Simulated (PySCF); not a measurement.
**Telling isomers of C5H8ClF3Si apart by NMR**

PySCF 2.14 calculation with coordinates at the GFN2-xTB level and shielding tensors at PBE0/pcSseg-1 (GIAO); no solvent model, one computed conformer, fast rotation and ring inversion assumed for equivalent nuclei, relativity neglected.

Referencing at the same level of theory: 1H (31.72 ppm), 13C (186.93 ppm) against TMS. Splittings of carbon signals by F and P are missing where no couplings were computed. Where no couplings were computed, multiplicities follow the n + 1 count of equivalent neighbours, and m marks all less simple cases (inequivalent or close neighbours, rings, F or P nearby). Shifts are as computed. Against solution values, carbons near 30 ppm lie about +3 ppm off and those near 130 ppm about +5 ppm; carbons on Cl a further +6 ppm. Of 1309 compounds with measured shifts, 239 miss one by over three times the rms of a fit or turn the order of signals round; such compounds aren't used in these exercises. Carbons bonded to Cl come out too deshielded.

(1) Tabulate the signals of `C/C([SiH3])=C(/Cl)CC(F)(F)F`, `C/C=C(\CCl)[SiH2]C(F)(F)F`, `C/C=C(/Cl)C[SiH2]C(F)(F)F` and their relative energies.

(2) What is the quickest way to tell C/C([SiH3])=C(/Cl)CC(F)(F)F from C/C=C(/Cl)C[SiH2]C(F)(F)F?

(3) What is the quickest way to tell C/C=C(\CCl)[SiH2]C(F)(F)F from C/C=C(/Cl)C[SiH2]C(F)(F)F?

(4) What is the quickest way to tell C/C([SiH3])=C(/Cl)CC(F)(F)F from C/C=C(\CCl)[SiH2]C(F)(F)F?

Answers

(1) 
```tsv
SMILES	carbon types	δC	δH	E rel. (kcal/mol)
C/C([SiH3])=C(/Cl)CC(F)(F)F	3×C 1×CH2 1×CH3	144.7, 142.1, 134.3, 44.1, 24.1	4.21 (s, 3H), 3.24 (m, 2H), 2.13 (s, 3H)	0.0
C/C=C(\CCl)[SiH2]C(F)(F)F	2×C 1×CH 1×CH2 1×CH3	152.1, 140.0, 136.0, 52.3, 18.8	6.67 (q, 1H), 4.87 (m, 2H), 4.60 (s, 2H), 1.85 (d, 3H)	6.2
C/C=C(/Cl)C[SiH2]C(F)(F)F	2×C 1×CH 1×CH2 1×CH3	139.7, 139.7, 129.4, 21.4, 16.8	5.84 (q, 1H), 4.36 (m, 2H), 2.43 (t, 2H), 1.87 (d, 3H)	1.4
```

Energies are electronic energies at PBE0/pcSseg-1 on these geometries, without zero-point or thermal terms, each for the one conformer computed, which needn't be the lowest.

(2) Both give the same number of carbon signals, but DEPT or the intensities differ. The first has an allylic sp3 CH2 at 44.1 ppm, the second an alkene CH at 129.4 ppm. Their most deshielded carbons lie at 144.7 and 139.7 ppm. In the proton spectra the most deshielded non-exchanging signals are 4.21 (s, 3H) and 5.84 (q, 1H).

(3) Both give the same number of carbon signals, with the same numbers of each carbon type, so the positions decide. The first has an allylic sp3 CH2 bonded to Cl at 52.3 ppm, the second an allylic sp3 CH2 bonded to Si at 21.4 ppm. Their most deshielded carbons lie at 152.1 and 139.7 ppm. In the proton spectra the most deshielded non-exchanging signals are 6.67 (q, 1H) and 5.84 (q, 1H).

(4) Both give the same number of carbon signals, but DEPT or the intensities differ. The first has an allylic sp3 CH2 at 44.1 ppm, the second an alkene CH at 152.1 ppm. Their most deshielded carbons lie at 144.7 and 152.1 ppm. In the proton spectra the most deshielded non-exchanging signals are 4.21 (s, 3H) and 6.67 (q, 1H).
